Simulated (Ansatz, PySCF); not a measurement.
ScCl2, SMILES [Cl][Sc][Cl] (connectivity only; charge and spin as stated), neutral, multiplicity 2. Atoms are numbered in the order given.

```xyz
3

Sc     0.0000     0.0000     0.6004
Cl     0.0000    -2.1127    -0.3008
Cl     0.0000     2.1127    -0.3008
```
Charge 0, spin multiplicity 2.

The structure is a stationary point at B3LYP-D3(BJ)/def2-TZVP. The multiplicity is an assumed one; other spin states were not compared. The isomer is the one that the SMILES or the coordinates give; other isomers of the formula were not compared.

Two levels are set side by side: PBE-D3(BJ)/def2-TZVP (Ansatz, an electronic-structure program) and B3LYP-D3(BJ)/def2-TZVP (Ansatz). Each level has its own optimised geometry; the coordinates shown are those of the second. Frequencies come from the Hessian of PySCF at each geometry. Differences are taken from unrounded values.

| quantity | B3LYP-D3(BJ) | PBE-D3(BJ) | PBE-D3(BJ) minus B3LYP-D3(BJ) |
|---|---|---|---|
| mean bond length (Å) | 2.297 | 2.277 | -0.020 |
| bond Sc1–Cl2 (Å) | 2.297 | 2.277 | -0.020 |
| bond Sc1–Cl3 (Å) | 2.297 | 2.277 | -0.020 |
| highest harmonic wavenumber (cm⁻¹) | 456 | 453 | -3 |
| mean harmonic wavenumber (cm⁻¹) | 290 | 299 | 9 |
| zero-point energy (kcal/mol) | 1.24 | 1.28 | 0.04 |
